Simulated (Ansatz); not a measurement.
The same bond dissociation along the group O, S, Se.

Gas-phase electronic energies from Ansatz, PBE0-D4/def2-TZVP geometries. CBS: MP2 limit from def2 TZ/QZ plus the TZ coupled-cluster correction, frozen cores. This one scheme is used for every species. Functionals use def2-TZVPP. Open shells (•) are unrestricted, without spin–orbit coupling. For Se outer-core shells are correlated without core-valence functions, which leaves a few kJ/mol of doubt a bond. Scalar relativity is left out up to krypton. Each species was taken in one conformer, which may not be the lowest.

| reaction | CCSD(T)/CBS(def2) (kJ/mol) |
| --- | --- |
| `O[SiH2]N[SiH3]` → `[OH]`• + `[SiH2]N[SiH3]`• | 562 |
| `[SiH3]N[SiH2]S` → `[SH]`• + `[SiH2]N[SiH3]`• | 399 |
| `[SiH3]N[SiH2][SeH]` → `[SeH]`• + `[SiH2]N[SiH3]`• | ? |

Q: Fill in the missing values. (An estimate is asked.)

A: Ansatz gave: `[SiH3]N[SiH2][SeH]` → `[SeH]`• + `[SiH2]N[SiH3]`•: +363.5 kJ/mol.

Largest T1 diagnostic: 0.014, for `[SiH2]N[SiH3]`•.
